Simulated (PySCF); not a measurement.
PySCF input file for In(Br)(OH)(OMe) (CH4BrInO2), SMILES C[O][In]([OH])[Br], IEF-PCM-M06-2X/def2-SVP. The structure is a stationary point at PBE0-D3(BJ)/def2-SVP. The structure was generated by enumeration; whether it is a known compound was not checked. The def2 effective core potentials stand for the cores of In; spin–orbit coupling is left out. The values are those of a single conformer.

```python
import numpy as np
from pyscf import gto, scf, dft
from pyscf.solvent import pcm

mol = gto.M(
    atom='''
    In    0.23186866    0.39244512    0.00000000
    Br   -0.35036195   -2.00359532   -0.00000000
    O     2.13379065    0.97410422   -0.00000000
    H     2.73136309    0.21623444   -0.00000000
    O    -1.24042495    1.71964483   -0.00000000
    C    -1.01134238    3.10151617   -0.00000000
    H    -0.45936437    3.45458850   -0.89188889
    H    -1.99040187    3.61152447    0.00000000
    H    -0.45936438    3.45458850    0.89188891
    ''',
    basis='def2-SVP',
    ecp={'In': 'def2-svp'},
    charge=0,
    spin=0,
    max_memory=1600,
    verbose=3,
)
mf = dft.RKS(mol, xc='m06-2x').density_fit(auxbasis='def2-universal-jkfit')
mf.grids.level = 4
mf.conv_tol = 1e-9
mf.max_cycle = 100
mf.kernel()
res = {}
for name, eps in {'water': 78.355, 'tetrahydrofuran': 7.4257, 'ethylethanoate': 5.9867}.items():
    s = mf.PCM()
    s.with_solvent.method, s.with_solvent.eps, s.with_solvent.lebedev_order = 'IEF-PCM', eps, 29
    s.kernel(mf.make_rdm1())
    res[name] = (s.e_tot, eps, s.dip_moment(), s.mo_energy, s.converged)
    print(f'{name}: electrostatic solvation free energy {(s.e_tot - mf.e_tot) * 627.509474:.3f} kcal/mol')
```

It prints:

```
converged SCF energy = -2954.74260415168

WARN: PCM is an experimental feature. It is still in testing.
Features and APIs may be changed in the future.

converged SCF energy = -2954.76017918306
Dipole moment(X, Y, Z, Debye):  1.69917,  0.68319, -0.00000
water: electrostatic solvation free energy -11.028 kcal/mol

WARN: PCM is an experimental feature. It is still in testing.
Features and APIs may be changed in the future.

converged SCF energy = -2954.75678527237
Dipole moment(X, Y, Z, Debye):  1.58936,  0.65532, -0.00000
tetrahydrofuran: electrostatic solvation free energy -8.899 kcal/mol

WARN: PCM is an experimental feature. It is still in testing.
Features and APIs may be changed in the future.

converged SCF energy = -2954.75597538533
Dipole moment(X, Y, Z, Debye):  1.56461,  0.64815, -0.00000
ethylethanoate: electrostatic solvation free energy -8.391 kcal/mol
```

Self-consistency was reached.

Cost: around 2.7 core-minutes (rough).
